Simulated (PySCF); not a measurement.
CH5Si (SMILES [CH2-][SiH3]), charge -1, singlet, at a GFN2-xTB geometry, with bond 7-2 at 1.6 times its length. Base run: M062X/6-31G run with PySCF.

Geometry (Å):
```xyz
7

C     -0.0199    -0.0995    -1.2666
Si     0.0079     0.0076     0.5301
H     -0.9113     0.3485    -1.7368
H      0.8678     0.3271    -1.7631
H      0.0366     1.2291     1.4747
H     -1.1894    -0.6923     1.1192
H      1.9231    -1.1584     1.4162
```
Charge -1, spin multiplicity 1.
All else is at PySCF's defaults.
Base energy -330.35053 Eh.

Variants of this job, named by their change:

| change | ΔE vs base (µEh) | SCF cycles | outcome |
|---|---|---|---|
| base | 0.0 | 10 | converged |
| level_shift = 0.1 (with mf.max_cycle = 100) | 0.0 | 12 | converged |
| level_shift = 0.3 (with mf.max_cycle = 100) | 0.0 | 19 | converged |
| init_guess = huckel | 0.0 | 11 | converged |
| diis = off (with mf.max_cycle = 100) | - | 100 | not converged |
| diis_space = 20 | 0.0 | 10 | converged |
| diis_space = 12 | 0.0 | 10 | converged |
| init_guess = atom | 0.0 | 11 | converged |
| conv_tol = 1e-11 | 0.0 | 11 | converged |
| conv_tol = 1e-4 | 2.2 | 5 | converged |
| conv_tol = 1e-6 | 0.0 | 7 | converged |
| diis = off; damp = 0.6 (with mf.diis_start_cycle = 200; with mf.max_cycle = 150) | 0.0 | 27 | converged |
| init_guess = vsap | 0.0 | 12 | converged |
